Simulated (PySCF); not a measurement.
## Ni: excitation energy

Ni [Ar] 3d8 4s2 (3F) → Ni [Ar] 3d7 4s2 5s1 (5F), as a difference of total energies. Calculation: PySCF 2.14, in x2c-TZVPPall with one added diffuse shell each of s, p, d, f type (7s6p5d3f1g, 80 functions); scalar relativity by spin-free X2C-1e. Correlated levels: valence and next inner shell: [Ne] frozen. The calculations carry no spin-orbit coupling.

```csv
method,excitation energy (eV)
UHF,8.907
MP2 (valence and next inner shell),11.490
SCS-MP2 (valence and next inner shell),11.280
CCSD (valence and next inner shell),10.830
CCSD(T) (valence and next inner shell),10.959
```

Task: How much does correlation contribute at CCSD(T) (valence and next inner shell)?

Result: 10.959 − (8.907) = 2.052 eV, measured against UHF.

The upper state lies above the first ionisation limit, but in LS coupling its spin forbids autoionisation to the ground ion. A Rydberg-like electron needs more diffuse functions than a valence basis has.

The promoted electron is Rydberg-like, and one or two diffuse shells describe it only roughly, which tends to raise the upper state.
